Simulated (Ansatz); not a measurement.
One change: `N[SiH2][SiH](O)F` becomes `CO[SiH2][SiH](O)F`.

Ansatz, PBE0-D4/def2-TZVP geometries, multiplicity 1. Each molecule was computed in one conformer, which needn't be the lowest.

| property | `N[SiH2][SiH](O)F` |
| --- | --- |
| LUMO energy (PBE0/def2-TZVPP) / eV | -0.58 |
| HOMO energy (ωB97M-V/def2-TZVPP) / eV | -9.71 |
| HOMO–LUMO gap (ωB97M-V/def2-TZVPP) / eV | 10.78 |
| HOMO–LUMO gap (PBE0/def2-TZVPP) / eV | 6.99 |
| HOMO energy (PBE/def2-TZVPP) / eV | -6.26 |
| HOMO energy (PBE0/def2-TZVPP) / eV | -7.57 |

**Question.** Give the same properties after the change, and the shifts. (An estimate is asked.)

**Answer.** Computed: 
| property | `CO[SiH2][SiH](O)F` | shift |
| --- | --- | --- |
| LUMO energy (PBE0/def2-TZVPP) / eV | -0.50 | 0.08 |
| HOMO energy (ωB97M-V/def2-TZVPP) / eV | -10.15 | -0.44 |
| HOMO–LUMO gap (ωB97M-V/def2-TZVPP) / eV | 11.38 | 0.60 |
| HOMO–LUMO gap (PBE0/def2-TZVPP) / eV | 7.57 | 0.58 |
| HOMO energy (PBE/def2-TZVPP) / eV | -6.71 | -0.45 |
| HOMO energy (PBE0/def2-TZVPP) / eV | -8.07 | -0.50 |

With PBE0 the HOMO falls by 0.50 eV and the LUMO rises by 0.08 eV, so the gap widens by about 0.58 eV. PBE moves the HOMO by -0.45 eV and ωB97M-V by -0.44 eV.
